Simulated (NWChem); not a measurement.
Molecule: ZnGeNH₅; SMILES [NH2][Zn][GeH3]

```xyz
8

Zn     0.0006    -0.9143    -0.0192
N     -0.0010    -2.7331     0.0887
H      0.8196    -3.2636    -0.1905
H     -0.8222    -3.2621    -0.1914
Ge    -0.0001     1.4661     0.0090
H     -1.3011     2.0460     0.6066
H      1.1593     2.0484     0.8472
H      0.1370     2.0770    -1.4030
```
Atoms are numbered in this order, from 1.

Results from NWChem. Geometry: optimised at PBE0/def2-SVP. Not confirmed as a minimum by frequencies. Total energies compare along this basis series because the functional is fixed.

```csv
level,basis functions,energy (Ha),highest occupied level (eV),orbital gap (eV),dipole (D)
Hartree-Fock/pcseg-1,97,-3910.0064,-9.80,?,1.42
Hartree-Fock/aug-pcseg-1,151,-3910.0226,-9.87,10.40,1.21
Hartree-Fock/pcseg-2,199,-3910.5761,-9.81,12.01,1.28
Hartree-Fock/def2-SVP,102,-3909.9778,-9.68,11.94,1.42
```

What belongs in the gaps?


- Hartree-Fock/pcseg-1, orbital gap (eV): 12.31
